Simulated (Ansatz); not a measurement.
Consider the ligand exchange at the Si–S bond: `O[SiH2]S` + `[NH2][AlH2]` → `O[SiH2][NH][AlH2]` + H₂S.

Computed with Ansatz on PBE0-D4/def2-TZVP structures; ΔE is electronic, products minus reactants. CCSD(T)/CBS adds triple-zeta CCSD(T) − MP2 to the extrapolated MP2 energy (def2 sets, frozen cores). This one scheme is used for every species. DFT in def2-TZVPP. One conformer a species, not always the lowest.

`O[SiH2]S`:

Cartesian coordinates in Å:
```
O -1.102 -0.453 0.916
Si -0.310 0.339 -0.285
S 1.668 -0.387 -0.620
H -1.121 -1.410 0.872
H -0.957 0.163 -1.609
H -0.306 1.753 0.142
H 2.129 -0.004 0.583
```

`[NH2][AlH2]`:

```xyz
6

N     0.322    0.871    0.135
Al   -0.284   -0.769   -0.119
H     0.880    1.387   -0.525
H     0.159    1.423    0.961
H     0.073   -1.487   -1.484
H    -1.150   -1.425    1.033
```

`O[SiH2][NH][AlH2]`:

Cartesian coordinates in Å:
```
O 1.824 -0.851 0.935
Si 0.883 -0.535 -0.383
N -0.177 0.761 -0.031
Al -1.944 0.723 0.219
H 2.673 -1.265 0.775
H 0.027 -1.700 -0.727
H 1.789 -0.223 -1.525
H 0.278 1.656 0.101
H -2.695 -0.658 0.064
H -2.658 2.092 0.571
```

H₂S:

Z-matrix (Å, degrees):
```
S
H 1 1.341
H 1 1.341 2 92.3
```

| level | ΔE (kcal/mol) |
| --- | --- |
| BLYP-D4 | 0.0 |
| B97M-V | -0.1 |
| BHLYP-D4 | -1.6 |
| r2SCAN0 | 0.2 |
| CAM-B3LYP | -0.9 |
| CCSD(T)/def2-SVP | -2.4 |
| CCSD/def2-TZVPP | -1.9 |
| SCS-MP2/def2-QZVPP | -1.3 |

Task: What does CCSD(T)/CBS give? (Best estimate.)

Result: The calculation gave: -0.9 kcal/mol. The listed levels differ from it by 0.9, 0.8, -0.7, 1.1, 0.0, -1.5, -1.0, -0.4 kcal/mol.

Largest T1 diagnostic among the species: 0.012.

From PBE to PBE0 (25 % exact exchange), in def2-TZVPP and without D4, ΔE moves by −0.9 kcal/mol. At CCSD(T), def2-SVP lies −1.5 kcal/mol from the extrapolated value and def2-TZVPP −0.7 kcal/mol.
